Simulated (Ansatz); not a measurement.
How methods differ on SnH3Cl (SMILES [Cl][SnH3])

SnH3Cl has 5 atoms, charge 0, and is taken as a singlet. As SMILES, `[Cl][SnH3]`. The shape is that of a PBE0-D4/def2-TZVP optimisation.

```xyz
5

Cl   -1.8394    0.3324    1.0299
Sn    0.1689   -0.0445   -0.0975
H    -0.1205    0.3629   -1.7224
H     0.5227   -1.6942    0.1111
H     1.3182    0.9699    0.6374
```

Each level gives the energy change with the Sn2–H4 bond stretched from 1.700 to 2.125 Å (eV). The values are calculated.

```json
{"level": "PBE/STO-3G (restricted)", "kind": "GGA", "program": "Ansatz", "value (eV)": "1.15", "less FCI/STO-3G": "0.00"}
{"level": "r2SCAN0/STO-3G (restricted)", "kind": "hybrid meta-GGA", "program": "Ansatz", "value (eV)": "1.34", "less FCI/STO-3G": "+0.19"}
{"level": "wB97M-V/STO-3G (restricted)", "kind": "range-separated hybrid", "program": "Ansatz", "value (eV)": "1.34", "less FCI/STO-3G": "+0.19"}
{"level": "wB97X/STO-3G (restricted)", "kind": "range-separated hybrid", "program": "Ansatz", "value (eV)": "1.34", "less FCI/STO-3G": "+0.19"}
{"level": "B2PLYP/STO-3G (restricted)", "kind": "double hybrid", "program": "Ansatz", "value (eV)": "1.31", "less FCI/STO-3G": "+0.16"}
{"level": "MP2/STO-3G (restricted)", "kind": "perturbation theory", "program": "Ansatz", "value (eV)": "1.35", "less FCI/STO-3G": "+0.20"}
{"level": "BCCD(T)/STO-3G (restricted)", "kind": "coupled cluster or CI", "program": "Ansatz", "value (eV)": "1.15", "less FCI/STO-3G": "0.00"}
{"level": "CCSD(T)/STO-3G (restricted)", "kind": "coupled cluster or CI", "program": "Ansatz", "value (eV)": "1.15", "less FCI/STO-3G": "0.00"}
{"level": "FCI/STO-3G", "kind": "exact in the basis", "program": "Ansatz", "value (eV)": "1.15", "less FCI/STO-3G": "0.00"}
```

FCI/STO-3G is exact within its basis and frozen core, so for wave-function methods in that basis the difference is their error; functionals converge differently with the basis, so for them it is only a difference. All-electron rows without a relativistic Hamiltonian named are non-relativistic. The first shape isn't each level's own minimum. The values span 1.15 to 1.35 eV. All rows use very small basis sets, so none should be taken for the real molecule's value. In the correlated wave-function rows the outer d shell of Sn is correlated, in sets not made for it.
